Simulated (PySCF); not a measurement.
Coordinates in bohr (charge -1 multiplicity 1):
```
Ga    0.0000    0.0000    0.0000
H    -1.7725   -1.7725   -1.7725
H    -1.7725    1.7725    1.7725
H     1.7725   -1.7725    1.7725
H     1.7725    1.7725   -1.7725
```

Computed with PySCF, PBE0, basis Ga def2-TZVPD, H def2-TZVPD (no relativity, density fitting).

This geometry of GaH₄⁻ is a stationary point at this level.

Question: What is the point group?

Answer: Td.

Question: Is it a minimum?

Answer: Yes: all harmonic wavenumbers are real.

Question: What are the dipole moment and the gap between the highest occupied and lowest empty levels?

Answer: 0.00 D about the centre of mass and 6.54 eV.

Question: Give the ideal-gas entropy at 298.15 K and 1 bar by parts.

Answer: translation 162.4, rotation 52.3, vibration 5.5, spin 0.0; total 220.2 J/(mol K).

Other isomers or separated fragments may lie lower. The lowest empty level of this anion is unbound, so it and the gap depend on the basis.
